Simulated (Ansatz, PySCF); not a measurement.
C₂H₇NSi₂, SMILES [SiH3][C@H]1N=C[SiH2]1.

The structure is a stationary point at B3LYP-D3(BJ)/def2-SVP. The structure was generated by enumeration; whether it is a known compound was not checked.

Vertical ionisation energy (IE) and electron affinity (EA) in eV. Rows of orbital energies are one-electron estimates. Where ΔSCF, EOM or ADC give a negative EA the extra electron is unbound and the value depends on the basis.

```csv
level,IE,EA
"−ε(HOMO), −ε(LUMO), HF/def2-TZVP (PySCF)",10.30,-2.55
"−ε(HOMO), −ε(LUMO), PBE/def2-TZVP (PySCF)",5.71,2.12
"ΔSCF, PBE0/def2-SVPD (Ansatz), final states of multiplicity 2 and 2",8.99,-0.71
"ΔSCF, PBE/def2-SVPD (Ansatz), final states of multiplicity 2 and 2",8.81,-0.62
```

Q: What vertical singlet–triplet gap does ΔSCF give with PBE0/def2-SVPD (Ansatz, an electronic-structure program) and with PBE/def2-SVPD (Ansatz)? (Estimate from the structure and the level; the computed values follow.)

A: 3.29 and 3.27 eV (triplet above singlet where positive).
